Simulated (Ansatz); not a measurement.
Species: C5H7Si, net charge -1, singlet state. It need not be the lowest isomer of its formula. Whether it binds its extra electron was not tested at this geometry. 
Coordinates optimised at B3LYP-D3(BJ)/def2-TZVP (Ansatz, an electronic-structure program):
```
C
C 1 1.3825
C 1 1.4770 2 112.48
C 3 1.3462 1 109.64 2 0.00
H 4 1.0846 3 126.34 1 179.97
H 3 1.0878 4 125.02 5 -0.01
C 4 1.5119 5 126.49 3 179.97
H 7 1.0994 4 112.34 5 -59.13
H 7 1.0994 8 105.18 2 117.98
Si 1 1.8292 2 119.62 7 -179.90
H 10 1.4961 1 115.28 2 -60.24
H 10 1.4965 11 104.36 1 -127.54
H 10 1.5076 11 104.00 12 -108.64
```
Charge -1, spin multiplicity 1.

Basis-set convergence of Hartree-Fock and MP2 correlation energies (hartree) with Ansatz. Cores are frozen in the correlated levels unless marked. No spin-orbit coupling. Non-relativistic. This anion needs diffuse functions, which these sets lack.

The Hartree-Fock reference is unstable (checked in the largest basis), which strains HF and MP2. 

| basis | functions | E(HF) | E(corr, MP2) |
|---|---|---|---|
| cc-pV(D+d)Z | 128 | -482.25517 | -0.76820 |
| cc-pV(T+d)Z | 287 | -482.31865 | -0.93761 |
| cc-pV(Q+d)Z | 549 | [?] | [?] |

### Question
Some entries are withheld; supply them.

### Answer

- cc-pV(Q+d)Z, E(HF): -482.33651
- cc-pV(Q+d)Z, E(corr, MP2): -0.99864
